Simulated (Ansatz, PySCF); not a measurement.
Gas-phase reaction R1 + R2 → P1 + P2, each structure at its B3LYP-D3(BJ)/def2-TZVP stationary point, reached from a drawn start (curvature not checked).
P1: CH2O3 (SMILES O=C(O)O), charge 0, multiplicity 1.
R1: C2H4O3 (SMILES COC(=O)O), charge 0, multiplicity 1.
P2, CH4O (SMILES CO) (charge 0, multiplicity 1):
```json
[
 {"atom": "C", "x (Å)": "-0.1421", "y (Å)": "0.3337", "z (Å)": "0.0000"},
 {"atom": "O", "x (Å)": "-0.1322", "y (Å)": "-1.0869", "z (Å)": "0.0000"},
 {"atom": "H", "x (Å)": "-1.1869", "y (Å)": "0.6411", "z (Å)": "0.0000"},
 {"atom": "H", "x (Å)": "0.7811", "y (Å)": "-1.3893", "z (Å)": "0.0000"},
 {"atom": "H", "x (Å)": "0.3401", "y (Å)": "0.7508", "z (Å)": "0.8912"},
 {"atom": "H", "x (Å)": "0.3401", "y (Å)": "0.7508", "z (Å)": "-0.8912"}
]
```
R2, H2O (SMILES O) (charge 0, multiplicity 1):
```xyz
3

O      0.0000     0.0000     0.3896
H      0.0000     0.7650    -0.1949
H      0.0000    -0.7650    -0.1949
```

P less R. No zero-point or thermal terms. One arrangement of each flexible species, with no search for the lowest.

Frozen-core correlation throughout.

The values were computed with Ansatz (Gaussian orbitals); PySCF for the D3/D4 terms. No computed number here is a measurement.

Task: Estimate the reaction energy that B2PLYP/def2-TZVPP returns for this input.

Result: 2.9 kcal/mol

Task: Estimate the reaction energy that BHLYP-D4/def2-TZVPP returns for this input.

Result: 3.1 kcal/mol

Task: Give the reaction energy at the level PBE0-D3(BJ)/def2-TZVPP.

Result: 2.6 kcal/mol

Ansatz is a program for electronic structure.
